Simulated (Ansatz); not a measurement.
Reaction (cleavage of the B–Sb bond): `C[BH][SbH2]` + `C=N` → `C=NBC` + `[SbH3]`

Program: Ansatz. Geometries: PBE0-D4/def2-TZVP. ΔE: electronic, gas phase. CCSD(T)/CBS adds triple-zeta CCSD(T) − MP2 to the extrapolated MP2 energy (def2 sets, frozen cores). This one scheme is used for every species. DFT in def2-TZVPP. def2 core potentials past Kr. For Sb outer-core shells are correlated without core-valence functions, which leaves a few kJ/mol of doubt a bond. Each species was taken in one conformer, which may not be the lowest.

Question: Is it downhill or uphill in electronic energy at CCSD(T)/CBS, and by how much? (Estimate.)

Answer: Computed: Downhill: ΔE = -95.0 kJ/mol.

Question: What do these levels give: LDA (SPW92), B97M-V, PBE, BLYP, PBE0, CCSD(T)/def2-SVP? (An estimate is asked.)

Answer: Computed: LDA (SPW92) -135.5, B97M-V -119.4, PBE -117.9, BLYP -124.4, PBE0 -110.4, CCSD(T)/def2-SVP -119.1 kJ/mol.

Question: What do rigid-rotor, harmonic-oscillator terms from PBE0-D4/def2-TZVP frequencies (298.15 K, 1 bar) make of the CCSD(T)/CBS value? (Estimate.)

Answer: The calculation gave: ΔZPE = -6.4 kJ/mol, ΔH = -102.1 kJ/mol, ΔS = -19 J/(mol·K), ΔG = -96.6 kJ/mol.

Largest T1 diagnostic among the species: 0.014.

At CCSD(T), def2-SVP lies −24.1 kJ/mol from the extrapolated value and def2-TZVPP −3.9 kJ/mol. From BLYP to BHLYP (50 % exact exchange), in def2-TZVPP and without D4, ΔE moves by +11.8 kJ/mol.
